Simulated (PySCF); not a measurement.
**Calcium: a sound run and one with changed settings**

Sound run: Ca [Ar] 4s2, Ca⁺ [Ar] 4s1. Computed with PySCF 2.14 in x2c-TZVPall (6s5p3d, 36 functions), with the spin-free X2C one-electron Hamiltonian (Gaussian nucleus). The sound run starts from symmetry-adapted Hartree-Fock orbitals and uses a fine grid where one is needed.

A second run was set up differently.

```csv
species,method,sound run (hartree),changed run (hartree),converged
Ca,UHF,-679.62020,-676.24149,no
Ca,LDA,-678.57549,-674.15843,no
Ca,M06-2X,-680.46862,-676.57203,no
Ca⁺,UHF,-679.43136,-679.41327,no
Ca⁺,LDA,-678.34619,-676.95970,no
Ca⁺,M06-2X,-680.23789,-679.62313,no
```

Q: What was changed?
A. level shift left on
B. minimal basis
C. too few SCF iterations
D. radial grid too coarse

A: C. It used initial guess 1e, at most 2 SCF cycles. The SCF was stopped early; the energies are upper bounds that still move, and correlated levels were skipped or rest on poor orbitals.
